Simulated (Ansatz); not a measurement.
Ansatz (a quantum-chemistry and plane-wave program) input:

Ansatz 0.2 input:
```yaml
crystal:
  periodic: [false, false, false]
  atoms:
    - {symbol: W, position_ang: [0.00000000, 0.00000000, 0.00000000]}
    - {symbol: Cl, position_ang: [0.00000000, 0.00000000, 2.22645358]}
    - {symbol: Cl, position_ang: [-0.00000000, -0.00000000, -2.22645358]}
basis:
  gaussian:
    orbitals: def2-TZVP
hamiltonian:
  xc: {name: PBE0}
magnetization: {spin_polarized: true, initial_magnetization: 2}
relax: {f_tol: 0.003, max_steps: 100}
```

**Question.** What final total energy does it print?

**Answer.** -987.21848 Eh (PBE0/def2-TZVP). The basis has 114 functions.

The spin state was set by rule; other spins were not relaxed.
